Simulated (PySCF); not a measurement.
This script is equivalent to a calculation on Pb⁺ (lead, charge +1).

```python
from pyscf import gto, scf, dft, mp, cc
import basis_set_exchange as bse
txt = bse.get_basis("def2-QZVPPD", elements=["Pb"], fmt="nwchem", header=False)
cut = txt.index("\nECP")
mol = gto.M(atom="Pb 0 0 0", charge=1, spin=1, symmetry="D2h",
            basis=gto.basis.parse(txt[:cut]),
            ecp={"Pb": gto.basis.parse_ecp(txt[cut:])})
mf = dft.UKS(mol, xc="PBE")
mf.irrep_nelec = {'Ag': (4, 4), 'B1g': (1, 1), 'B2g': (1, 1), 'B3g': (1, 1), 'B1u': (1, 1), 'B2u': (2, 1), 'B3u': (1, 1)}
mf.kernel()
```

Question: What total energy does it give?

Answer: -192.609 hartree (calculated).

Question: Which occupied shell lies highest, and where?

Answer: 6p α, at -10.220 eV.

Question: What is ⟨S²⟩, and what would a pure spin state give?

Answer: 0.751, against 0.75.

Energies and moments cover only the electrons outside the core potential. Spin-orbit coupling, absent here, splits the open shell strongly.
